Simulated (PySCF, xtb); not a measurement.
CaCl, SMILES [Ca+][Cl], charge +1.

GFN2-xTB in xtb at its own geometry gives an orbital gap of 1.80 eV.

Geometry: PBE-D3(BJ)/def2-TZVPD. The spin state was assumed, not searched.

### Question
What does PBE0/def2-TZVPD in PySCF give? (The exact figures need the calculation; the answer reports its results.)

### Answer
gap 5.75 eV (levels -13.02 and -7.27 eV).
